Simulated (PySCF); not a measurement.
## Energy of Br⁻ (bromine, charge -1) between two integer charges

The 4p beta orbital of [Kr] is emptied in steps (occupation f), with all orbitals relaxed, ending at [Ar] 3d10 4s2 4p5. Computed with PySCF 2.14 in def2-TZVPPD, with no relativity, point nucleus. The exact energy is a straight line in f; departures are measured from the line between the end points of the same method.

```tsv
f	UHF (eV)	LDA (eV)	PBE (eV)	PBE0 (eV)	r2SCAN (eV)	LC-wPBE (eV)	BHandHLYP (eV)	M06-2X (eV)	B3LYP (eV)
1	0.000	0.000	0.000	0.000	0.000	0.000	0.000	0.000	0.000
0.75	0.239	-0.713	-0.683	-0.461	-0.637	0.037	-0.249	-0.233	-0.519
0.5	0.296	-0.967	-0.924	-0.622	-0.847	0.045	-0.344	-0.290	-0.705
0.25	0.208	-0.736	-0.700	-0.471	-0.632	0.031	-0.266	-0.205	-0.537
0	0.000	0.000	0.000	0.000	0.000	0.000	0.000	0.000	0.000
```

For PBE, how does the orbital energy at f = 1 compare with the removal energy?

−ε = -0.072 eV against a total-energy difference of 3.502 eV. By Janak's theorem ε = ∂E/∂f, so the gap between them reflects the curvature. Along the path −ε is 1.635 (f = 0.75), 3.456 (f = 0.5), 5.345 (f = 0.25) eV.

| method | E(f=0) − E(f=1) (eV) | −ε at f=1 (eV) | −ε at f=0.5 (eV) |
| --- | --- | --- | --- |
| UHF | 2.409 | 3.792 | 2.326 |
| LDA | 3.777 | 0.059 | 3.714 |
| PBE | 3.502 | -0.072 | 3.456 |
| PBE0 | 3.460 | 1.049 | 3.434 |
| r2SCAN | 3.525 | 0.145 | 3.543 |
| LC-wPBE | 3.431 | 3.662 | 3.415 |
| BHandHLYP | 3.352 | 2.082 | 3.307 |
| M06-2X | 3.440 | 2.184 | 3.547 |
| B3LYP | 3.553 | 0.844 | 3.507 |

At f = 1 the orbital energy is positive for PBE: only the finite basis holds the electron.

Reference removal energy between the ground levels: 3.364 eV (measured; photodetachment measurements, as compiled on the Wikipedia data page of electron affinities). The calculation has no spin-orbit coupling. UHF lacks correlation.
